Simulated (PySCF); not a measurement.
Compound: CH₅GeNOS.
SMILES: `N[C](=O)[GeH2][SH]`

Method: PySCF 2.14.0, density-fitted response routines, TDDFT CAM-B3LYP/def2-SVPD, vertical, gas phase, core orbitals frozen in the response. The structure is a single PBE0-D3(BJ)/def2-SVP conformer in the gas phase; no vibrational or solvent corrections. Relativistic effects, spin–orbit coupling among them, are left out although an element past zinc is present. Torsions of this conformer, `[NH2:1][C:2](=[O:3])[GeH2:4][SH:5]`: N1–C2–Ge4–S5 -83°, H–N1–C2–O3 -3°, H–N1–C2–O3 -176°, H–S5–Ge4–C2 -55°.

Q: Predict the UV-vis stick spectrum at this level.

A: 

```json
{"state": "S1", "E (eV)": "4.74", "λ (nm)": "261.4", "f": "0.0093", "main configurations (H = HOMO, L = LUMO)": "H→L (68%), H→L+2 (10%)"}
{"state": "S2", "E (eV)": "5.67", "λ (nm)": "218.6", "f": "0.023", "main configurations (H = HOMO, L = LUMO)": "H-1→L (51%), H→L (17%), H→L+1 (9%)"}
{"state": "S3", "E (eV)": "5.96", "λ (nm)": "208.0", "f": "0.0037", "main configurations (H = HOMO, L = LUMO)": "H→L+1 (49%), H→L+2 (15%), H-1→L (8%)"}
{"state": "S4", "E (eV)": "6.49", "λ (nm)": "191.0", "f": "0.022", "main configurations (H = HOMO, L = LUMO)": "H→L+1 (28%), H→L+2 (22%), H-1→L+1 (15%)"}
{"state": "S5", "E (eV)": "6.82", "λ (nm)": "181.9", "f": "0.0086", "main configurations (H = HOMO, L = LUMO)": "H→L+2 (27%), H→L+3 (21%), H-1→L (16%)"}
{"state": "S6", "E (eV)": "6.97", "λ (nm)": "177.8", "f": "0.063", "main configurations (H = HOMO, L = LUMO)": "H-2→L (56%)"}
{"state": "S7", "E (eV)": "7.05", "λ (nm)": "175.9", "f": "0.102", "main configurations (H = HOMO, L = LUMO)": "H→L+3 (28%), H-1→L+1 (27%), H→L+4 (26%)"}
{"state": "S8", "E (eV)": "7.20", "λ (nm)": "172.1", "f": "0.014", "main configurations (H = HOMO, L = LUMO)": "H-1→L+2 (36%), H→L+4 (15%), H→L+5 (9%)"}
{"state": "S9", "E (eV)": "7.30", "λ (nm)": "169.9", "f": "0.0084", "main configurations (H = HOMO, L = LUMO)": "H→L+4 (19%), H-2→L+1 (17%), H→L+7 (15%)"}
{"state": "S10", "E (eV)": "7.41", "λ (nm)": "167.3", "f": "0.015", "main configurations (H = HOMO, L = LUMO)": "H-2→L+1 (44%), H→L+7 (17%), H-2→L+3 (12%)"}
```

Triplets (Tamm–Dancoff): T1 4.19 eV, H→L (63%), H→L+2 (12%), H-1→L (10%); T2 5.18 eV, H-2→L (37%), H-1→L (23%), H-2→L+2 (15%); T3 5.27 eV, H-1→L (28%), H-2→L (24%), H→L (14%); T4 5.58 eV, H→L+1 (33%), H→L+2 (17%), H-1→L+1 (9%).

The lowest singlet comes at 261 nm (458 kJ/mol) in the ultraviolet; it is weak; its leading configuration is HOMO→LUMO (68%). The strongest level in the table is S7 at 7.05 eV (176 nm, f = 0.102). Löwdin shares by element: HOMO sulfur 36%, oxygen 30%, carbon 11%, germanium 11%; LUMO sulfur 27%, germanium 24%, carbon 18%, oxygen 12% (atoms not listed hold the other 19%). Of the 10 states listed, 6 reach f = 0.01 and none stays under 0.0005. Orbital energies (eV): HOMO-3 -10.69, HOMO-2 -9.84, HOMO-1 -9.18, HOMO -8.41, LUMO 0.17, LUMO+1 0.61, LUMO+2 1.23. The listed states span 2.67 eV, and the widest gap between neighbours is 0.93 eV (S1 to S2). All these states lie below the vertical ionisation energy of 9.20 eV (ΔSCF). Singlets were solved by full linear response, triplets in the Tamm–Dancoff approximation.

The run took 61 s of wall time on an Arm Neoverse V2 with one thread, no GPU, shared host.
